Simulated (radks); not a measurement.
Problem. Coherent X-ray form factor from a spherical all-electron density. All-electron calculation, Dirac Kohn-Sham, PBE, spin-unpolarised, spherical densities, finite nucleus; Fermi nuclear charge, rms radius of each element as measured or else 0.836 A^(1/3) + 0.57 fm. Program: a radial shooting solver on a logarithmic mesh with Libxc functionals.

sin(theta)/lambda (1/angstrom),f0 (electrons)
0.05,42.783
0.1,42.143
0.15,41.118
0.2,39.762
0.25,38.147
0.3,36.349
0.4,32.511
0.5,28.781
0.6,25.502
0.8,20.670
1,17.607
1.25,14.848
1.5,12.436
2,8.531

The species is in the configuration that NIST lists as its ground one. Which atom or ion scatters so?

Solution. The xenon ion Xe11+, [Kr] 4d7. Extrapolating in s^2 from the first two rows gives f0(0) = 43.0, near the electron count 43; among species with that count, the fall with angle is slower the higher Z, and the table is that of Z = 54; from so few rows the species is fixed only to a neighbour or two.
